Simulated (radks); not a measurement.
The numbers below are computed, except where a source is named.
These are the eigenvalues of the occupied orbitals of an atom or ion with whole-number occupations (hartree). Level of theory: non-relativistic Kohn-Sham, exchange-only PBE, spin-polarised, spherical densities, point nucleus (a radial shooting solver on a logarithmic mesh with Libxc functionals).

1s up: -234.4958
1s down: -234.4951
2s up: -27.18535
2s down: -27.10072
2p up: -23.33294
2p down: -23.26939
3s up: -3.41557
3s down: -3.19940
3p up: -2.31864
3p down: -2.10487
3d up: -0.58015
4s up: -0.44711

Which element is it, and in what charge state? The configuration may be excited. Open shells, if any, are filled with parallel spins first.

Answer. Z = 25, manganese, charge +1: Mn+ in [Ar] 3d5 4s1. The list shows which subshells hold electrons but not how many an open one holds; the 1s level, -234.5 hartree, gives Z - s = 21.7 by -(Z - s)^2/2, which with screening narrows Z to a few neighbours, and the depths of the outer levels then fix element, charge and occupations together.
